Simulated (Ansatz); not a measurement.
`B[Si](C)(O)F`, 11 atoms. The species carries charge 0 and has multiplicity 1. All runs use 4 threads of an Arm Neoverse V1 on a shared host. Correlated methods freeze the cores.

Problem. How many basis functions does each run have, and how long does it take in Ansatz? RKS PBE-D4/def2-TZVPP energy and forces; direct RPA on PBE orbitals/def2-TZVPP energy; RHF-CCSD(T)/def2-SVP energy; RKS ωB97M-V/def2-QZVPP energy; RHF-MP2/def2-QZVPP energy; RKS PBE0-D4/def2-QZVPP energy; RKS HSE06 (plane-wave form)-D4/def2-TZVPP energy; RKS BHLYP-D4/def2-TZVPP energy; RKS PBE0-D4/def2-SVP energy; RKS PBE0-D4/def2-TZVP relaxation (36 steps); RKS PBE0-D4/def2-TZVP frequencies; RHF-CCSD(T)/def2-TZVPP energy. (Best estimate.)

Solution. Computed: Other jobs shared the machine, so times are rough.

```
                                    level                    job  functions  wall time  peak host memory (GiB)
                     RKS PBE0-D4/def2-SVP                 energy        104     0.95 s                    0.22
                    RKS PBE-D4/def2-TZVPP      energy and forces        250      2.4 s                    0.31
                  RKS BHLYP-D4/def2-TZVPP                 energy        250      2.9 s                     0.6
RKS HSE06 (plane-wave form)-D4/def2-TZVPP                 energy        250        3 s                    0.61
                     RHF-CCSD(T)/def2-SVP                 energy        104      4.7 s                    0.48
    direct RPA on PBE orbitals/def2-TZVPP                 energy        250        6 s                    0.61
                   RKS PBE0-D4/def2-QZVPP                 energy        478        8 s                     1.6
                   RKS ωB97M-V/def2-QZVPP                 energy        478       18 s                     1.9
                       RHF-MP2/def2-QZVPP                 energy        478       27 s                     2.8
                    RKS PBE0-D4/def2-TZVP  relaxation (36 steps)        197      110 s                    0.48
                    RKS PBE0-D4/def2-TZVP            frequencies        197    2.2 min                    0.48
                   RHF-CCSD(T)/def2-TZVPP                 energy        250    2.6 min                     5.5
```
